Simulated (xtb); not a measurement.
BH3S3, SMILES SB(S)S. All values are semi-empirical tight-binding results from xtb (GFN2-xTB unless named), good for trends rather than for accurate numbers. Coordinates come from a GFN2-xTB optimisation. The values are those of a single conformer.

The point group as xtb finds it comes out as Cs, the orbital gap comes out as 4.00 eV and the zero-point energy is 19.2 kcal/mol. The G − E(el) at 298.15 K (modified RRHO) is 0.2 kcal/mol, the static polarisability (D4 model) is 74.6 bohr³ and the solvation energy, GFN2-xTB/ALPB(water) comes out as -1.8 kcal/mol. The solvation energy, GFN2-xTB/ALPB(thf) is -8.5 kcal/mol.
